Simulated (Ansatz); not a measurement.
Geometry optimisation, RKS B3LYP/def2-SVP (Ansatz).

The input (input.yaml):

```yaml
crystal:
  periodic: [false, false, false]
  atoms:
    - { symbol: W, position_ang: [-0.156441, -0.212061, 0.003524] }
    - { symbol: H, position_ang: [0.139771, 0.227523, 1.636735] }
    - { symbol: F, position_ang: [1.513475, -0.94293, 0.356686] }
    - { symbol: F, position_ang: [-0.699137, 1.566062, -0.092183] }
    - { symbol: F, position_ang: [-1.968727, -0.458759, 0.394402] }
    - { symbol: F, position_ang: [-0.409299, -1.857784, -0.844016] }
    - { symbol: H, position_ang: [0.62347, 0.389987, -1.391855] }
    - { symbol: F, position_ang: [1.819507, 1.853746, 1.050092] }
    - { symbol: H, position_ang: [1.295381, 1.682316, 1.793514] }
basis:
  gaussian: { orbitals: def2-SVP }
hamiltonian:
  xc: b3lyp
relax:
  f_tol: 0.03
  max_steps: 50
output:
  orbitals: {}
```

Launched with:

```bash
$ ansatz run input.yaml --threads 4 --pin off --max-ram 5120MiB --backend cpu --events-out ev --progress --plain --runs-dir out
```

Question: Where does it end, and by what steps?

Answer: The run converged. After 19 steps the energy has fallen by 0.186 eV; H9 moved furthest, 0.96 Å. Joined: W1–F8 (3.04 → 2.59 Å).

```
step  energy less start (eV)  largest force component (eV/Å)  accepted
   0                  0.0000                           0.270       yes
   1                  0.0126                           2.050        no
   2                 -0.0264                           0.675       yes
   3                 -0.0444                           0.926       yes
   4                 -0.0805                           0.437       yes
   5                 -0.0551                           1.619        no
   6                 -0.1013                           0.149       yes
   7                 -0.1017                           0.198       yes
   8                 -0.1104                           0.156       yes
   9                 -0.1152                           0.264       yes
  10                 -0.0280                           2.107        no
  11                 -0.1248                           0.216       yes
  12                 -0.1371                           0.222       yes
  13                 -0.1284                           1.357        no
  14                 -0.1472                           0.227       yes
  15                 -0.1581                           0.187       yes
  16                 -0.1727                           0.139       yes
  17                 -0.1851                           0.046       yes
  18                 -0.1663                           0.785        no
  19                 -0.1857                           0.029       yes
```

```xyz
9
Properties=species:S:1:pos:R:3
W -0.089 -0.205 0.120
H -0.003 -0.112 1.815
F 1.456 -1.162 0.493
F -0.642 1.605 0.272
F -1.936 -0.432 0.313
F -0.345 -1.637 -1.056
H 0.829 0.600 -1.064
F 1.710 1.411 1.038
H 1.178 2.180 0.976
```

Run time: 46 s on 4 threads of Intel(R) Xeon(R) Platinum 8375C CPU @ 2.90GHz (Ice Lake) (shared host), peak memory 0.3 GiB.
